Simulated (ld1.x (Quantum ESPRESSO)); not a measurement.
BLYP RRKJ dataset for boron, non-relativistic all-electron reference.

Input for ld1.x (Quantum ESPRESSO) 7.5:

```
&input
   title='B', zed=5., rel=0, dft='BLYP', iswitch=3,
   config='[He] 2s2 2p1 3d-2',
   nld=3, rlderiv=1.95, eminld=-3.0, emaxld=5.0, deld=0.02
 /
 &inputp
   pseudotype=2, tm=.false., rho0=0.01, lloc=-1, rcloc=1.20,
   nlcc=.true.,
   file_pseudopw='B.UPF', file_wfcaegen='ae.wfc', file_wfcncgen='nc.wfc', file_beta='beta', file_chi='chi'
 /
3
2S  1  0   2.00   0.00  1.55  1.55  0.0
2P  2  1   1.00   0.00  1.80  1.80  0.0
3D  3  2  -2.00   0.50  1.75  1.75  0.0
 &test
   configts(1)='2s2 2p1'
 /
```

Command:

```bash
ld1.x < B.in > B.out
```

The program printed (shortened: banner, matrices, multipoles, cross overlaps and the repeated all-electron block are left out):

```
Program LD1 v.7.5
     --------------------------- All-electron run ----------------------------

     B

     atomic number is  5.00
     dft =BLYP   lsd =0 sic =0 latt =0  beta=0.20 tr2=1.0E-14
     Exchange-correlation= BLYP
                           (   1   3   1   3   0   0   0)
     mesh =1059 r(mesh) = 101.04461 a.u. xmin = -7.00 dx = 0.01250
     1 Ry =  13.60569312 eV

     n l     nl                  e(Ry)          e(Ha)          e(eV)
     1 0     1S 1( 2.00)       -13.3037        -6.6518      -181.0058
     2 0     2S 1( 2.00)        -0.6833        -0.3417        -9.2970
     2 1     2P 1( 1.00)        -0.2601        -0.1301        -3.5389

     final scf error:  8.7E-15 reached in  29 iterations

     Etot =     -49.274426 Ry,     -24.637213 Ha,    -670.412724 eV

     Ekin =      49.102348 Ry,      24.551174 Ha,     668.071482 eV
     Encl =    -113.839478 Ry,     -56.919739 Ha,   -1548.865006 eV
     Eh   =      23.146297 Ry,      11.573149 Ha,     314.921415 eV
     Exc  =      -7.683594 Ry,      -3.841797 Ha,    -104.540616 eV

     normalization and overlap integrals

     s(1S/1S) =  1.000000  <r> =   0.3296  <r2> =    0.1476  r(max) =   0.2103
     s(2S/2S) =  1.000000  <r> =   1.9527  <r2> =    4.6178  r(max) =   1.4964
     s(2P/2P) =  1.000000  <r> =   2.3079  <r2> =    6.9666  r(max) =   1.5536

     ------------------------ End of All-electron run ------------------------

     --------------------- Generating NC pseudopotential ---------------------

      Generating local potential from pseudized AE potential:
      Matching radius rcloc =   1.2000

      Local pseudo, rcloc= 1.210 Estimated cut-off energy=    16.07 Ry

      Computing core charge for nlcc:

       r > 0.69 : true rho core
       r < 0.69 : rho core = a sin(br)/r    a=   2.08  b=   3.83

      Integrated core pseudo-charge :   0.51

      Wfc   2S  rcut= 1.554  Estimated cut-off energy=       18.53 Ry
      Using 4 Bessel functions for this wfc, rho(0) = 0.010
      This function has    0 nodes for 0 < r <    1.554

      Wfc   2P  rcut= 1.805  Estimated cut-off energy=       53.56 Ry
      This function has    0 nodes for 0 < r <    1.805

      Wfc   3D  rcut= 1.760  Estimated cut-off energy=       71.69 Ry
      This function has    0 nodes for 0 < r <    1.760

     ------------------- End of pseudopotential generation -------------------

     Computing logarithmic derivative in   1.95782
     Computing logarithmic derivative in   1.95782
     Computing the partial wave expansion
     R is outside the sphere for l=    0 j= 0.00
     R is outside the sphere for l=    1 j= 0.00
     R is outside the sphere for l=    2 j= 0.00

     ---------------------- Testing the pseudopotential ----------------------

     B

     atomic number is  5.00   valence charge is  3.00
     dft =BLYP   lsd =0 sic =0 latt =0  beta=0.20 tr2=1.0E-14
     mesh =1059 r(mesh) = 101.04461 xmin = -7.00 dx = 0.01250

     n l     nl             e AE (Ry)        e PS (Ry)    De AE-PS (Ry)
     1 0     2S   1( 2.00)       -0.68332       -0.68332        0.00000
     2 1     2P   1( 1.00)       -0.26010       -0.26010        0.00000

     eps = 1.6E-16  iter =  1

     Etot =     -49.274426 Ry,     -24.637213 Ha,    -670.412724 eV
     Etotps =    -5.781141 Ry,      -2.890570 Ha,     -78.656424 eV

     Ekin =       2.575471 Ry,       1.287736 Ha,      35.041072 eV
     Encl =     -10.701076 Ry,      -5.350538 Ha,    -145.595553 eV
     Ehrt =       3.986066 Ry,       1.993033 Ha,      54.233187 eV
     Ecxc =      -2.250111 Ry,      -1.125056 Ha,     -30.614326 eV
     (Ecc =      -0.564554 Ry,      -0.282277 Ha,      -7.681144 eV)
     Epseu=       0.608510 Ry,       0.304255 Ha,       8.279197 eV

     ---------------------- End of pseudopotential test ----------------------
```

Generation and configuration tests took about 0.82 s on one core of a shared server CPU.

Transferability test of the new file with ld1.x, input:

```
&input
   title='B', zed=5., rel=0, dft='BLYP', iswitch=2,
   config='[He] 2s2 2p1 3d-2'
 /
 &test
   file_pseudo='B.UPF', nconf=8,
   configts(1)='2s2 2p1',
   configts(2)='2s2 2p0',
   configts(3)='2s1 2p0',
   configts(4)='2s2 2p0.5',
   configts(5)='2s2 2p1.3',
   configts(6)='2s0 2p3',
   configts(7)='2s1 2p2',
   configts(8)='2s1 2p1'
 /
```

```bash
ld1.x < B.test.in > B.test.out
```

Pseudopotential blocks of its output, shortened (energy terms left out):

```
     ---------------------- Testing the pseudopotential ----------------------

     n l     nl             e AE (Ry)        e PS (Ry)    De AE-PS (Ry)
     1 0     2S   1( 2.00)       -0.68332       -0.68332       -0.00000
     2 1     2P   1( 1.00)       -0.26010       -0.26010       -0.00000

     eps = 3.7E-15  iter = 13

     Etot =     -49.274426 Ry,     -24.637213 Ha,    -670.412725 eV
     Etotps =    -5.781140 Ry,      -2.890570 Ha,     -78.656422 eV

     ---------------------- End of pseudopotential test ----------------------

          ---------------------- Testing the pseudopotential ----------------------

     n l     nl             e AE (Ry)        e PS (Ry)    De AE-PS (Ry)
     1 0     2S   1( 2.00)       -1.42574       -1.42365       -0.00209
     2 1     2P   1( 0.00)       -0.98133       -0.97795       -0.00338

     eps = 2.1E-15  iter =  9

     Etot =     -48.673559 Ry,     -24.336779 Ha,    -662.237504 eV
     Etotps =    -5.181311 Ry,      -2.590655 Ha,     -70.495321 eV
     dEtot_ae =       0.600868 Ry
     dEtot_ps =       0.599830 Ry,   Delta E=       0.001038 Ry

     ---------------------- End of pseudopotential test ----------------------

          ---------------------- Testing the pseudopotential ----------------------

     n l     nl             e AE (Ry)        e PS (Ry)    De AE-PS (Ry)
     1 0     2S   1( 1.00)       -2.31155       -2.30422       -0.00733  !
     2 1     2P   1( 0.00)       -1.87883       -1.86588       -0.01294  !

     eps = 8.6E-15  iter =  7

     Etot =     -46.810893 Ry,     -23.405447 Ha,    -636.894647 eV
     Etotps =    -3.323007 Ry,      -1.661504 Ha,     -45.211818 eV
     dEtot_ae =       2.463533 Ry
     dEtot_ps =       2.458133 Ry,   Delta E=       0.005400 Ry

     ---------------------- End of pseudopotential test ----------------------

          ---------------------- Testing the pseudopotential ----------------------

     n l     nl             e AE (Ry)        e PS (Ry)    De AE-PS (Ry)
     1 0     2S   1( 2.00)       -1.02853       -1.02815       -0.00038
     2 1     2P   1( 0.50)       -0.59098       -0.59027       -0.00072

     eps = 9.5E-15  iter = 14

     Etot =     -49.064360 Ry,     -24.532180 Ha,    -667.554629 eV
     Etotps =    -5.571203 Ry,      -2.785602 Ha,     -75.800081 eV
     dEtot_ae =       0.210066 Ry
     dEtot_ps =       0.209937 Ry,   Delta E=       0.000129 Ry

     ---------------------- End of pseudopotential test ----------------------

          ---------------------- Testing the pseudopotential ----------------------

     n l     nl             e AE (Ry)        e PS (Ry)    De AE-PS (Ry)
     1 0     2S   1( 2.00)       -0.50850       -0.50847       -0.00003
     2 1     2P   1( 1.30)       -0.09644       -0.09648        0.00004

     eps = 2.2E-15  iter = 20

     Etot =     -49.327150 Ry,     -24.663575 Ha,    -671.130071 eV
     Etotps =    -5.833873 Ry,      -2.916937 Ha,     -79.373887 eV
     dEtot_ae =      -0.052724 Ry
     dEtot_ps =      -0.052733 Ry,   Delta E=       0.000009 Ry

     ---------------------- End of pseudopotential test ----------------------

          ---------------------- Testing the pseudopotential ----------------------

     n l     nl             e AE (Ry)        e PS (Ry)    De AE-PS (Ry)
     1 0     2S   1( 0.00)       -0.74576       -0.74519       -0.00057
     2 1     2P   1( 3.00)       -0.31792       -0.31833        0.00041

     eps = 1.1E-15  iter = 11

     Etot =     -48.422985 Ry,     -24.211492 Ha,    -658.828270 eV
     Etotps =    -4.930577 Ry,      -2.465288 Ha,     -67.083917 eV
     dEtot_ae =       0.851442 Ry
     dEtot_ps =       0.850563 Ry,   Delta E=       0.000878 Ry

     ---------------------- End of pseudopotential test ----------------------

          ---------------------- Testing the pseudopotential ----------------------

     n l     nl             e AE (Ry)        e PS (Ry)    De AE-PS (Ry)
     1 0     2S   1( 1.00)       -0.71734       -0.71720       -0.00013
     2 1     2P   1( 2.00)       -0.29153       -0.29180        0.00028

     eps = 4.3E-15  iter = 11

     Etot =     -48.849849 Ry,     -24.424924 Ha,    -664.636051 eV
     Etotps =    -5.356754 Ry,      -2.678377 Ha,     -72.882350 eV
     dEtot_ae =       0.424578 Ry
     dEtot_ps =       0.424386 Ry,   Delta E=       0.000191 Ry

     ---------------------- End of pseudopotential test ----------------------

          ---------------------- Testing the pseudopotential ----------------------

     n l     nl             e AE (Ry)        e PS (Ry)    De AE-PS (Ry)
     1 0     2S   1( 1.00)       -1.43089       -1.43056       -0.00033
     2 1     2P   1( 1.00)       -0.98668       -0.98583       -0.00084

     eps = 9.7E-15  iter = 10

     Etot =     -48.229297 Ry,     -24.114649 Ha,    -656.193017 eV
     Etotps =    -4.736127 Ry,      -2.368063 Ha,     -64.438289 eV
     dEtot_ae =       1.045129 Ry
     dEtot_ps =       1.045014 Ry,   Delta E=       0.000116 Ry

     ---------------------- End of pseudopotential test ----------------------
```
